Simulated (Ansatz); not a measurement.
Consider the ligand exchange at the Se–Si bond: `F[Si](F)(F)[SeH]` + PH₃ → `P[SeH]` + `F[SiH](F)F`.

Gas-phase electronic energies from Ansatz, PBE0-D4/def2-TZVP geometries. CBS: MP2 limit from def2 TZ/QZ plus the TZ coupled-cluster correction, frozen cores. This one scheme is used for every species. Functionals use def2-TZVPP. For Se outer-core shells are correlated without core-valence functions, which leaves a few kJ/mol of doubt a bond. Scalar relativity is left out up to krypton. Each species was taken in one conformer, which may not be the lowest.

| species | PBE-D4 energy (Eh) |
| --- | --- |
| `F[Si](F)(F)[SeH]` | -2990.77437 |
| PH₃ | -342.98482 |
| `P[SeH]` | -2744.20453 |
| `F[SiH](F)F` | -589.54078 |

Work out ΔE.

ΔE = (-2744.20453) + (-589.54078) − (-2990.77437) − (-342.98482) = 0.01388 Eh = +0.38 eV. CCSD(T)/CBS gives +0.38 eV.

Largest T1 diagnostic among the species: 0.013.

The D4 term adds +0.04 eV with B3LYP and +0.02 eV with PBE0; it sums over pairs of atoms, weighted by their polarisabilities, and B3LYP, whose exchange is more repulsive, gets the larger term. At CCSD(T), def2-SVP lies +0.05 eV from the extrapolated value and def2-TZVPP +0.01 eV. Leaving LDA and LC-ωPBE aside and taking each functional with its dispersion term where it has one, the values, not all of them listed here, spread over 0.10 eV, from BLYP-D4 to B97M-V. LDA lies +0.07 eV from PBE without D4.

B3LYP here is the variant with VWN-RPA as its local correlation; programs differ in this.
